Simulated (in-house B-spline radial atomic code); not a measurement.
Atomic self-consistent-field run: Mn⁺. All numbers are computed (scalar-relativistic (X2C) BHandHLYP, spin-polarised, spherical fractional occupations, exact exchange averaged over the configuration; Fermi nucleus of rms radius 3.7057 fm) with a B-spline radial code for spherical atoms, not measured.

Command:
```bash
python run_scf.py task.json out
```
Settings (nuclear radius in fm, mass in u):
```
Z                25
configuration    [Ar] 3d5 4s1
hamiltonian      x2c
method           bhandhlyp
spin_polarised   True
nucleus          fermi
rms_radius       3.7057
atomic_mass      54.93804
speed_of_light   137.035999084
exact_exchange   averaged over the configuration
```

Output (hartree, bohr):
```
 radial grid: 82 intervals, B-splines of order 8, outer radius 60 bohr

 iter        energy (Eh)    residual
    1       -1148.119138    3.68e-01
    2       -1153.037166    4.66e-01
    3       -1157.929051    8.94e-02
    4       -1158.267644    3.22e-02
    5       -1158.284725    1.24e-02
    6       -1158.287000    5.90e-03
    7       -1158.288026    4.79e-04
    8       -1158.288032    1.13e-04
    9       -1158.288032    1.45e-05
   10       -1158.288032    1.68e-06
   11       -1158.288032    1.38e-07

 total energy                     -1158.28803
 kinetic                            1173.0138
 electron-nucleus                  -2760.9238
 Hartree                             482.0784
 exact exchange                      -25.6740
 exchange-correlation                -26.7824

 orbital      occ     eigenvalue          <r>       <r^2>       <1/r>       r_max
 1s up      1.000      -239.6272    0.0605796  0.00494835     25.2451     0.03954
 1s down    1.000      -239.6246    0.0605794  0.00494826     25.2451     0.03954
 2s up      1.000       -28.7613     0.278731    0.091837     5.36206      0.2322
 2s down    1.000       -28.6583     0.278058   0.0913352     5.37443      0.2319
 2p up      3.000       -24.3515     0.247122   0.0751298     5.20335      0.1884
 2p down    3.000       -24.2589     0.246198   0.0744691      5.2172      0.1881
 3s up      1.000        -3.9492     0.850521    0.834384     1.66521      0.7359
 3s down    1.000        -3.6573     0.855762    0.845671      1.6517      0.7367
 3p up      3.000        -2.7000     0.904503    0.964055     1.51844      0.7536
 3p down    3.000        -2.3737     0.913919    0.986022     1.50006      0.7552
 3d up      5.000        -0.7629      1.14334     1.68992     1.16246      0.7641
 4s up      1.000        -0.5074      2.79719     8.92077     0.46181       2.378

 Slater integrals (Eh)
   F0(3d up,3d up)               0.813244
   F2(3d up,3d up)               0.372752
   F4(3d up,3d up)               0.231230
   F0(3d up,4s up)               0.404296
   G2(3d up,4s up)               0.051495
   F0(4s up,4s up)               0.322477
```

Run time, properties included: 0.81 s on 1 thread of Arm Neoverse N1 (shared host).
